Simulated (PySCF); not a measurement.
C5H13BO3.
Numbering: `[CH3:1][O:2][B:3]([O:4][CH3:5])[O:6][CH:7]([CH3:8])[CH3:9]` (hydrogens: H10, H11, H12 on C1; H13, H14, H15 on C5; H16 on C7; H17, H18, H19 on C8; H20, H21, H22 on C9)

Computed with PySCF at PBE0/pcSseg-1, non-relativistic, on one gas-phase PBE0-D3(BJ)/def2-SVP geometry that isn't relaxed in the solvent. The solvent is an IEF-PCM continuum (cavity from Bondi-type radii × 1.2). Specific hydrogen bonds and non-electrostatic terms are outside this model.

Gas phase at PBE0/pcSseg-1: HOMO -8.02 eV, LUMO 1.49 eV, dipole 0.13 D.

**Question.** What does the continuum do to the energy, the frontier levels and the dipole at PBE0/pcSseg-1 in chloroform and acetone?

**Answer.** 
```csv
solvent,ε,E(solvent) − E(gas) (kJ/mol),polarisation term (kJ/mol),distortion of the solute (kJ/mol),HOMO (eV),LUMO (eV),dipole (D)
chloroform,4.711,-10.35,-11.04,0.69,-8.09,1.51,0.24
acetone,20.49,-13.96,-15.27,1.31,-8.13,1.50,0.30
```

Polarisation term: ½ Σ q·V over the induced surface charges. Distortion: the rise of the solute's own energy as its density leaves the gas-phase optimum. From chloroform to acetone the lowering changes by a factor 1.35, Onsager's factor (ε − 1)/(2ε + 1) by 1.30 and ε itself by 4.3.

**Question.** Which IAO charges (PBE0/pcSseg-1) respond most in acetone (means over atoms taken as equivalent)?

**Answer.** 
```
   atoms                 environment  gas (e)  solvent (e)  change
      O6          boron-bound oxygen   -0.430       -0.439  -0.009
   O2/O4          boron-bound oxygen   -0.428       -0.436  -0.008
   C1/C5              methoxy carbon   -0.188       -0.195  -0.007
     H16            methine hydrogen   +0.137       +0.143  +0.006
H10 (×6)             methyl hydrogen   +0.138       +0.142  +0.004
   C8/C9               methyl carbon   -0.427       -0.429  -0.002
      C7  sp3 carbon bound to oxygen   +0.111       +0.108  -0.003
H17 (×6)             methyl hydrogen   +0.142       +0.144  +0.002
      B3      three-coordinate boron   +0.588       +0.588   0.000
```

**Question.** Which Mayer bond orders change most in acetone?

**Answer.** 
| bond | length (Å) | gas | solvent | change |
| --- | --- | --- | --- | --- |
| C1–O2 | 1.403 | 0.894 | 0.883 | -0.011 |
| O4–C5 | 1.403 | 0.901 | 0.891 | -0.010 |
| O6–C7 | 1.421 | 0.835 | 0.825 | -0.010 |
| B3–O4 | 1.365 | 1.082 | 1.085 | +0.003 |
| B3–O6 | 1.359 | 1.118 | 1.120 | +0.002 |
| C7–C8 | 1.519 | 1.040 | 1.042 | +0.002 |
| C7–C9 | 1.520 | 1.040 | 1.042 | +0.002 |
| C1–H12 | 1.100 | 0.972 | 0.970 | -0.002 |

On Arm Neoverse N1, one thread (shared host), this took 84 s of wall time and 1.2 GiB of memory at its peak. This is the whole shielding run at PBE0/pcSseg-1 in acetone, SCF included.

Conformer computed: `[CH3:1][O:2][B:3]([O:4][CH3:5])[O:6][CH:7]([CH3:8])[CH3:9]`: C1–O2–B3–O4 180°, O2–B3–O4–C5 0°, O2–B3–O6–C7 179°, B3–O6–C7–C8 -63°.
